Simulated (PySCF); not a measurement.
This PySCF input asks for the NMR shieldings of SMILES CC(C)C1=CC[P@](C)(=S)C1, C$_{8}$H$_{15}$PS; the geometry comes from PBE0-D3(BJ)/def2-SVP.

```python
import basis_set_exchange as bse
import numpy as np
from pyscf import gto, dft
from pyscf.prop import nmr

atoms = """
C    -2.806560   -0.039399    0.471395
C    -1.682867   -0.633325   -0.377300
C    -1.707857   -0.073625   -1.800424
C    -0.336842   -0.430342    0.267056
C     0.512394   -1.427584    0.572590
C     1.819687   -1.062157    1.209712
P     1.956465    0.755084    0.897179
C     2.656617    0.850929   -0.782632
S     2.837455    1.879647    2.216113
C     0.141858    0.955340    0.624344
H    -3.788749   -0.261585    0.026843
H    -2.717172    1.056460    0.542564
H    -2.795402   -0.446473    1.494186
H    -1.841683   -1.723885   -0.441606
H    -2.678551   -0.274406   -2.280419
H    -1.560119    1.018285   -1.806922
H    -0.920248   -0.526183   -2.421437
H     0.260211   -2.475152    0.375776
H     1.827043   -1.218364    2.302081
H     2.686688   -1.602137    0.796054
H     3.710081    0.538794   -0.739247
H     2.097125    0.205254   -1.475665
H     2.616065    1.896158   -1.118936
H    -0.299020    1.323887    1.565975
H    -0.059952    1.712604   -0.149944
"""
names = dict.fromkeys(["C", "P", "S", "H"], "pcSseg-1")
basis = {el: gto.basis.parse(bse.get_basis(n, elements=[el], fmt="nwchem")) for el, n in names.items()}
mol = gto.M(atom=atoms, basis=basis, charge=0, verbose=0)
mf = dft.RKS(mol, xc="PBE0")
mf.grids.level = 2
mf.grids.alignment = dft.numint.BLKSIZE   # the property module wants whole blocks of grid points
mf.conv_tol = 1e-9
mf.kernel()

calc = nmr.RKS(mf)   # GIAO
C = mf.mo_coeff
Co = C[:, mf.mo_occ > 0]
resp = mf.gen_response(singlet=True, hermi=2)
def vind(x):   # induced exchange potential for any number of trial vectors
    d = np.einsum("pi,xij,qj->xpq", C, 2 * x.reshape(-1, C.shape[1], Co.shape[1]), Co, optimize=True)
    return np.einsum("xpq,pi,qj->xij", resp(d - d.transpose(0, 2, 1)), C, Co, optimize=True).ravel()
mo1, _ = nmr.rhf.solve_mo1(calc, with_cphf=vind)
sigma = calc.kernel(mo1)
for i, s in enumerate(sigma):   # ppm
    w = np.linalg.eigvalsh((s + s.T) / 2)
    print("%2d %-2s iso %8.1f  s11 %8.1f  s22 %8.1f  s33 %8.1f" % (i, mol.atom_pure_symbol(i), w.mean(), *w))
```

Question: What does it print?

Answer: 
```
 0 C  iso    161.9  s11    147.1  s22    154.6  s33    184.0
 1 C  iso    147.3  s11    137.6  s22    141.7  s33    162.6
 2 C  iso    162.0  s11    142.4  s22    157.9  s33    185.6
 3 C  iso     27.0  s11    -89.6  s22     42.4  s33    128.1
 4 C  iso     56.1  s11    -43.1  s22     83.3  s33    128.2
 5 C  iso    141.4  s11    117.9  s22    138.9  s33    167.3
 6 P  iso    270.4  s11    145.7  s22    245.7  s33    419.9
 7 C  iso    162.8  s11    145.3  s22    154.6  s33    188.4
 8 S  iso    718.8  s11    632.7  s22    737.3  s33    786.4
 9 C  iso    145.3  s11    121.3  s22    144.4  s33    170.1
10 H  iso     30.2  s11     25.9  s22     27.4  s33     37.4
11 H  iso     30.3  s11     26.3  s22     30.3  s33     34.4
12 H  iso     30.3  s11     26.0  s22     28.2  s33     36.6
13 H  iso     29.0  s11     25.8  s22     27.9  s33     33.3
14 H  iso     30.2  s11     25.9  s22     27.5  s33     37.2
15 H  iso     30.3  s11     26.4  s22     30.3  s33     34.1
16 H  iso     30.5  s11     26.2  s22     28.9  s33     36.3
17 H  iso     25.6  s11     23.0  s22     25.4  s33     28.5
18 H  iso     28.7  s11     25.1  s22     27.3  s33     33.8
19 H  iso     29.0  s11     26.0  s22     27.3  s33     33.8
20 H  iso     30.0  s11     26.5  s22     27.3  s33     36.2
21 H  iso     29.7  s11     24.3  s22     29.7  s33     35.0
22 H  iso     30.0  s11     26.9  s22     27.6  s33     35.6
23 H  iso     29.0  s11     24.0  s22     29.9  s33     33.2
24 H  iso     29.1  s11     25.5  s22     29.6  s33     32.3
```

These numbers come from an equivalent density-fitted implementation of the same equations, which agrees with the script to about 0.01 ppm for H and up to a few tenths of a ppm for heavy atoms, so last digits may differ.

Question: Turn these shieldings into chemical shifts. Chemical shifts δ = σref − σ; $^{13}$C (σ = 184.41 ppm) and $^{1}$H (σ = 31.27 ppm) against TMS; $^{31}$P (σ = 310.13 ppm) against H3PO4; $^{33}$S (σ = 495.66 ppm) vs CS2, all at this level.

Answer: Averaging equivalent atoms: C 3: 157.4; C 4: 128.3; C 5: 43.0; C 9: 39.1; C 1: 37.1; C 0: 22.5; C 2: 22.4; C 7: 21.6; P 6: 39.7; S 8: -223; H 17: 5.64; H 18: 2.54; H 13: 2.25; H 23: 2.24; H 19: 2.24; H 24: 2.16; H 20/21/22: 1.36; H 10/11/12: 0.99; H 14/15/16: 0.95 ppm. Experimental scales use liquid or dissolved standards, which lie at an offset from isolated H3PO4.

Size and cost of the density-fitted run: 259 basis functions, 65 s wall time on 1 thread of an Arm Neoverse V2, shared host; peak memory 1.3 GiB.
